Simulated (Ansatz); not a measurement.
p-cresol (C7H8O), singlet, geometry from GFN2-xTB; Ansatz (a quantum-chemistry and plane-wave program) with B3LYP/def2-SV(P).

The Ansatz input:
Ansatz 0.2 input:
```yaml
crystal:
  periodic: [false, false, false]
  atoms:
    - {symbol: C, position_ang: [-2.83485466, 0.11645217, 0.39917449]}
    - {symbol: C, position_ang: [-1.35119902, 0.04253937, 0.19543320]}
    - {symbol: C, position_ang: [-0.48079655, 0.69822704, 1.05464705]}
    - {symbol: C, position_ang: [0.88746555, 0.65034956, 0.85778854]}
    - {symbol: C, position_ang: [1.41233797, -0.06087735, -0.21302987]}
    - {symbol: O, position_ang: [2.75310773, -0.13806513, -0.44684273]}
    - {symbol: C, position_ang: [0.54999479, -0.72197732, -1.08106165]}
    - {symbol: C, position_ang: [-0.81332749, -0.66596930, -0.87292005]}
    - {symbol: H, position_ang: [-3.32025483, -0.78818912, 0.04028342]}
    - {symbol: H, position_ang: [-3.07584159, 0.25269851, 1.45093519]}
    - {symbol: H, position_ang: [-3.24713136, 0.96147983, -0.15374877]}
    - {symbol: H, position_ang: [-0.87489984, 1.25504510, 1.89283045]}
    - {symbol: H, position_ang: [1.55226643, 1.16616706, 1.53910024]}
    - {symbol: H, position_ang: [3.22889816, 0.36194627, 0.22698678]}
    - {symbol: H, position_ang: [0.96800090, -1.27300046, -1.90846528]}
    - {symbol: H, position_ang: [-1.47362327, -1.18409113, -1.55337055]}
basis:
  gaussian:
    orbitals: def2-SV_P_.json
    final_grid: {core_spheres: 10, valence_spheres: 20, degree: 41}
hamiltonian:
  xc: b3lyp
```
The basis file holds def2-SV(P) in the JSON format of the Basis Set Exchange.

Output, abridged:

```
Functional definition: B3LYP
1649 factors; their error is unknown
mean field evaluation 1: about -9418.1211 eV, gradient 6.6e1 eV
mean field evaluation 2: about -9415.9271 eV, gradient 7.3e1 eV
mean field evaluation 4: about -9428.9782 eV, gradient 4.8e0 eV
mean field evaluation 8: about -9428.9923 eV, gradient 3.7e-1 eV
mean field evaluation 16: about -9428.9926 eV, gradient 8.0e-5 eV
mean field -9428.99262634 eV, -346.5090878173 hartree, gradient 8.0e-5 eV, S^2 0.000000; 0 other end points of the search recorded, 0 dependent functions left out
reference -9428.99290293 eV, -346.5090979817 hartree; 29, 29 occupied and 99, 99 virtual orbitals, 1649 factors
Total energy: -9428.99290293 eV, -346.5090979817 hartree
```
